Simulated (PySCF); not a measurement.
A structure optimised at B3LYP-D3(BJ)/def2-TZVP, used in a PySCF frequency run:

```xyz
7

Mg     0.0000     0.0000     1.4009
H      0.0000     0.0000     3.0858
O      0.0000     0.0000    -0.3655
C      0.0000     0.0000    -1.7512
H     -0.8846    -0.5107    -2.1548
H      0.0000     1.0215    -2.1548
H      0.8846    -0.5107    -2.1548
```
Charge 0, spin multiplicity 1.

Question: Write its SMILES, formula and point group.

Answer: C[O][MgH], CH₄MgO, C3v

Question: What are its rotational constants (standard atomic weights)?

Answer: 160.17, 4.5271, 4.5271 GHz
